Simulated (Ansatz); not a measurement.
System: sum formula H₄BSiO₂ (charge 0, doublet). It need not be the lowest isomer of its formula. 
Coordinates optimised at B3LYP-D3(BJ)/def2-TZVP (Ansatz, a program for electronic structure):
```
O
B 1 1.3407
O 2 1.3524 1 121.86
H 3 0.9614 2 113.45 1 180.00
Si 1 1.6571 2 136.56 3 -180.00
H 5 1.4768 1 107.93 2 120.55
H 5 1.4768 6 110.05 1 -117.55
H 5 1.4788 6 110.25 7 -121.82
```
Charge 0, spin multiplicity 2.

Property: atomisation energy (electronic, to ground-state atoms), in kcal/mol. Cores are frozen in the correlated levels unless marked. UHF or UKS for open shells. Spin-orbit coupling is left out. Non-relativistic. The coupled-cluster limit lacks core correlation, which all-electron functionals hold. Basis-set limits of correlation are two-point, X^-3; Hartree-Fock from the larger set.

```json
[
 {"level": "B3LYP-D3(BJ)/def2-TZVPD", "program": "Ansatz + dftd3", "atomisation energy (kcal/mol)": "706.5"},
 {"level": "PBE0/def2-QZVPP", "program": "Ansatz", "atomisation energy (kcal/mol)": "700.0"}
]
```

Q: Estimate the value at CCSD(T)/CBS(cc-pV(T+d)Z,cc-pV(Q+d)Z) as computed with Ansatz.

A: 707.2 kcal/mol
